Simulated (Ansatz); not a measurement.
```xyz
2

Al    0.0000    0.0000   -0.7680
N     0.0000    0.0000    0.7680
```

Basis set: 6-31G (spherical functions). Frozen core: 6 orbitals. Correlation on ROHF uses semicanonical orbitals with singles. Charge 0, multiplicity 3.

Computed with Ansatz (development build ahead of 0.2.0); the reference of a correlated method needn't be the lowest determinant of its kind.

Q: Give the atomization energy at this shape (free ground-state atoms in the same class of orbitals less the molecule, no zero-point energy) of triplet AlN by ROHF-CCSD(T), UHF-BCCD(T).

A:

```tsv
method	atomization energy
ROHF-CCSD(T)	-9.55 kcal/mol
UHF-BCCD(T)	-9.62 kcal/mol
```

Caution: the reference determinant was not shown to be the lowest; the shape is not the minimum.

This basis has no polarisation functions and is too small for such energies, which can lie far from measured ones in either direction.
